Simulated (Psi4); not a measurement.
Psi4 input (wB97X-D/6-311+G**):

```
memory 1500 MB

molecule {
-1 2
Si    0.34014500    0.35992600    0.86450100
F     1.00502100    1.37272800   -0.30640800
Cl   -0.81218900   -1.02314800   -0.54972600
symmetry c1
no_reorient
no_com
}

set {
  basis 6-311+G**
  reference uks
  scf_type pk
  dft_radial_points 99
  dft_spherical_points 590
  e_convergence 1e-8
  d_convergence 1e-7
  maxiter 150
}

e = energy('wb97x-d')
print_out(f'\nFINAL {e:.10f} DIPOLE {variable("CURRENT DIPOLE")[0]:.6f} {variable("CURRENT DIPOLE")[1]:.6f} {variable("CURRENT DIPOLE")[2]:.6f}\n')
```

Output:

```
   => Loading Basis Set <=

    Name: 6-311+G**
    Role: ORBITAL
    Keyword: BASIS
    atoms 1 entry SI         line   351 file 6-311pgss.gbs
    atoms 2 entry F          line   192 file 6-311pgss.gbs
    atoms 3 entry CL         line   468 file 6-311pgss.gbs

   => WB97X-D: Empirical Dispersion <=

    Chai and Head-Gordon Dispersion Correction
    Chai, J.-D.; Head-Gordon, M. (2010), J. Chem. Phys., 132: 6615-6620

        s6 =       1.000000

         ---------------------------------------------------------
                                   SCF
               by Justin Turney, Rob Parrish, Andy Simmonett
                          and Daniel G. A. Smith
                              UKS Reference
         ---------------------------------------------------------

  ==> Geometry <==

    Molecular point group: c1
    Full point group: C1

    Geometry (in Angstrom), charge = -1, multiplicity = 2:

       Center              X                  Y                   Z               Mass
    ------------   -----------------  -----------------  -----------------  -----------------
         SI           0.340145000000     0.359926000000     0.864501000000    27.976926534650
         F            1.005021000000     1.372728000000    -0.306408000000    18.998403162730
         CL          -0.812189000000    -1.023148000000    -0.549726000000    34.968852682000

  Running in c1 symmetry.

  Rotational constants: A =      0.65611  B =      0.13059  C =      0.10891 [cm^-1]
  Rotational constants: A =  19669.79651  B =   3914.87966  C =   3265.03895 [MHz]
  Nuclear repulsion =  121.424703764371301

  Charge       = -1
  Multiplicity = 2
  Electrons    = 41
  Nalpha       = 21
  Nbeta        = 20

  ==> Algorithm <==

  SCF Algorithm Type is PK.
  DIIS enabled.
  MOM disabled.
  Fractional occupation disabled.
  Guess Type is SAD.
  Energy threshold   = 1.00e-08
  Density threshold  = 1.00e-07
  Integral threshold = 1.00e-12

  ==> Primary Basis <==

  Basis Set: 6-311+G**
    Blend: 6-311+G**
    Number of shells: 38
    Number of basis functions: 82
    Number of Cartesian functions: 85
    Spherical Harmonics?: true
    Max angular momentum: 2

  ==> DFT Potential <==

   => LibXC <=

    Version 7.1.2
    S. Lehtola, C. Steigemann, M. J. T. Oliveira, and M. A. L. Marques,  SoftwareX 7, 1–5 (2018) (10.1016/j.softx.2017.11.002)

   => Composite Functional: WB97X-D <=

    wB97X-D Hyb-GGA Exchange-Correlation Functional

    J.-D. Chai and M. Head-Gordon,  Phys. Chem. Chem. Phys. 10, 6615–6620 (2008) (10.1039/B810189B)

    Deriv               =              1
    GGA                 =           TRUE
    Meta                =          FALSE

    Exchange Hybrid     =           TRUE
    MP2 Hybrid          =          FALSE

   => Exchange-Correlation Functionals <=

    1.0000   wB97X-D range-separated functional

   => Exact (HF) Exchange <=

    0.7780            HF,LR [omega = 0.2000]
    0.2220               HF

   => LibXC Density Thresholds  <==

    XC_HYB_GGA_XC_WB97X_D:  1.00E-14

   => Molecular Quadrature <=

    Radial Scheme          =       TREUTLER
    Pruning Scheme         =           NONE
    Nuclear Scheme         =       TREUTLER

    Blocking Scheme        =         OCTREE
    BS radius alpha        =              1
    Pruning alpha          =              1
    Radial Points          =             99
    Spherical Points       =            590
    Total Points           =         171145
    Total Blocks           =           1344
    Max Points             =            256
    Max Functions          =             76
    Weights Tolerance      =       1.00E-15

  ==> Integral Setup <==

  Using in-core PK algorithm.
   Calculation information:
      Number of atoms:                   3
      Number of AO shells:              38
      Number of primitives:             70
      Number of atomic orbitals:        85
      Number of basis functions:        82

      Integral cutoff                 1.00e-12
      Number of threads:                 1

  Performing in-core PK
  Using 17375718 doubles for integral storage.
  We computed 221135 shell quartets total.
  Whereas there are 274911 unique shell quartets.

  Computing range-separated integrals for PK
  We computed 221135 wK shell quartets total.
  Whereas there are 274911 wK unique shell quartets.

  ==> DiskJK: Disk-Based J/K Matrices <==

    J tasked:                  Yes
    K tasked:                  Yes
    wK tasked:                 Yes
    Omega:               2.000E-01
    Schwarz Cutoff:          1E-12


  Cached 100.0% of DFT collocation blocks in 0.286 [GiB].

  Minimum eigenvalue in the overlap matrix is 6.1604707845E-03.
  Reciprocal condition number of the overlap matrix is 1.1324803461E-03.
    Using symmetric orthogonalization.

  ==> Pre-Iterations <==

  SCF Guess: Superposition of Atomic Densities via on-the-fly atomic UHF (no occupation information).

   -------------------------
    Irrep   Nso     Nmo
   -------------------------
     A         82      82
   -------------------------
    Total      82      82
   -------------------------

  ==> Iterations <==

                        Total Energy        Delta E     RMS |[F,P]|

   @UKS iter SAD:  -848.84872389511486   -8.48849e+02   0.00000e+00
   @UKS iter   1:  -849.54724720782053   -6.98523e-01   6.86753e-03 ADIIS/DIIS
   @UKS iter   2:  -849.54895276978482   -1.70556e-03   7.57802e-03 ADIIS/DIIS
   @UKS iter   3:  -849.65157680597531   -1.02624e-01   1.19826e-03 ADIIS/DIIS
   @UKS iter   4:  -849.65421387004085   -2.63706e-03   1.69384e-04 ADIIS/DIIS
   @UKS iter   5:  -849.65436494090477   -1.51071e-04   6.87265e-05 DIIS
   @UKS iter   6:  -849.65439143697654   -2.64961e-05   2.13388e-05 DIIS
   @UKS iter   7:  -849.65439600507000   -4.56809e-06   6.70593e-06 DIIS
   @UKS iter   8:  -849.65439676058691   -7.55517e-07   2.03827e-06 DIIS
   @UKS iter   9:  -849.65439684332989   -8.27430e-08   8.36990e-07 DIIS
   @UKS iter  10:  -849.65439685733395   -1.40041e-08   2.41125e-07 DIIS
   @UKS iter  11:  -849.65439685873866   -1.40471e-09   6.38133e-08 DIIS
  Energy and wave function converged.

  ==> Post-Iterations <==

   Electrons on quadrature grid:
      Nalpha   =   21.0000003723 ; deviation = 3.723e-07
      Nbeta    =   20.0000003159 ; deviation = 3.159e-07
      Ntotal   =   41.0000006882 ; deviation = 6.882e-07

   @Spin Contamination Metric:   5.387714613E-03
   @S^2 Expected:                7.500000000E-01
   @S^2 Observed:                7.553877146E-01
   @S   Expected:                5.000000000E-01
   @S   Observed:                5.000000000E-01

    Orbital Energies [Eh]
    ---------------------

    Alpha Occupied:

       1A   -101.501641     2A    -66.098184     3A    -24.591517
       4A     -9.370042     5A     -7.115381     6A     -7.111761
       7A     -7.111380     8A     -5.224009     9A     -3.569754
      10A     -3.568342    11A     -3.566639    12A     -1.077815
      13A     -0.699326    14A     -0.423138    15A     -0.329256
      16A     -0.328995    17A     -0.294669    18A     -0.215364
      19A     -0.207682    20A     -0.165245    21A     -0.035415

    Alpha Virtual:

      22A      0.189072    23A      0.195171    24A      0.206193
      25A      0.213442    26A      0.263499    27A      0.271543
      28A      0.278730    29A      0.281912    30A      0.295456
      31A      0.365657    32A      0.469342    33A      0.470105
      34A      0.487287    35A      0.510408    36A      0.512893
      37A      0.546603    38A      0.617962    39A      0.653633
      40A      0.700505    41A      0.701547    42A      0.715892
      43A      0.865063    44A      0.906123    45A      0.907477
      46A      0.921567    47A      1.127443    48A      1.165516
      49A      1.172268    50A      1.182305    51A      1.183142
      52A      1.195362    53A      1.409987    54A      1.492572
      55A      1.520644    56A      1.579510    57A      1.603805
      58A      1.663200    59A      1.671864    60A      2.192900
      61A      2.556749    62A      2.568792    63A      2.613555
      64A      4.072606    65A      4.075248    66A      4.101147
      67A      4.109102    68A      4.312285    69A      5.709272
      70A      6.590505    71A      6.618235    72A      6.655139
      73A      9.969645    74A     11.584242    75A     11.640760
      76A     11.678341    77A     26.140767    78A     26.159028
      79A     26.332879    80A     67.117202    81A    141.151678
      82A    216.036952

    Beta Occupied:

       1A   -101.501338     2A    -66.095378     3A    -24.589693
       4A     -9.369713     5A     -7.115294     6A     -7.111188
       7A     -7.110571     8A     -5.221580     9A     -3.568192
      10A     -3.565285    11A     -3.559332    12A     -1.073422
      13A     -0.696968    14A     -0.411473    15A     -0.326603
      16A     -0.315313    17A     -0.284879    18A     -0.207570
      19A     -0.206980    20A     -0.145946

    Beta Virtual:

      21A      0.174851    22A      0.192592    23A      0.199949
      24A      0.209994    25A      0.248159    26A      0.265541
      27A      0.278917    28A      0.281870    29A      0.285118
      30A      0.306799    31A      0.367476    32A      0.471900
      33A      0.472503    34A      0.490173    35A      0.514292
      36A      0.524011    37A      0.553081    38A      0.618550
      39A      0.656536    40A      0.709206    41A      0.709834
      42A      0.717037    43A      0.896387    44A      0.913911
      45A      0.940545    46A      0.942744    47A      1.142530
      48A      1.167960    49A      1.174283    50A      1.183466
      51A      1.189918    52A      1.197129    53A      1.413061
      54A      1.509833    55A      1.524197    56A      1.583951
      57A      1.605140    58A      1.665334    59A      1.675249
      60A      2.194826    61A      2.559922    62A      2.569476
      63A      2.614765    64A      4.077530    65A      4.080168
      66A      4.106649    67A      4.110260    68A      4.315180
      69A      5.716014    70A      6.597565    71A      6.619652
      72A      6.656875    73A      9.969884    74A     11.594731
      75A     11.642920    76A     11.680471    77A     26.141051
      78A     26.159069    79A     26.333038    80A     67.118535
      81A    141.154152    82A    216.037206

    Final Occupation by Irrep:
              A
    DOCC [    20 ]
    SOCC [     1 ]
    NA   [    21 ]
    NB   [    20 ]

  @UKS Final Energy:  -849.65439685873866

   => Energetics <=

    Nuclear Repulsion Energy =            121.4247037643713014
    One-Electron Energy =               -1427.2466514919524343
    Two-Electron Energy =                 499.5681811746198946
    DFT Exchange-Correlation Energy =     -43.4004014847317308
    Empirical Dispersion Energy =          -0.0002288210457848
    VV10 Nonlocal Energy =                  0.0000000000000000
    Total Energy =                       -849.6543968587386644

  UHF NO Occupations:
  HONO-2 :   19  A 1.9998050
  HONO-1 :   20  A 1.9976390
  HONO-0 :   21  A 1.0000000
  LUNO+0 :   22  A 0.0023610
  LUNO+1 :   23  A 0.0001950
  LUNO+2 :   24  A 0.0000719
  LUNO+3 :   25  A 0.0000433

Computation Completed

Properties will be evaluated at   0.000000,   0.000000,   0.000000 [a0]

Properties computed using the SCF density matrix

 Multipole Moments:

 ------------------------------------------------------------------------------------
     Multipole            Electronic (a.u.)      Nuclear  (a.u.)        Total (a.u.)
 ------------------------------------------------------------------------------------

 L = 1.  Multiply by 2.5417464519 to convert [e a0] to [Debye]
 Dipole X            :         -0.0532805            0.0000113           -0.0532692
 Dipole Y            :         -0.0454939            0.0000000           -0.0454939
 Dipole Z            :         -0.2359633            0.0000000           -0.2359633
 Magnitude           :                                                    0.2461422

 ------------------------------------------------------------------------------------

FINAL -849.6543968587 DIPOLE -0.053269 -0.045494 -0.235963

*** Psi4 exiting successfully. Buy a developer a beer!
```

The dipole moment of an ion depends on the origin.

The geometry given is a B3LYP-D3(BJ)/def2-TZVP minimum.
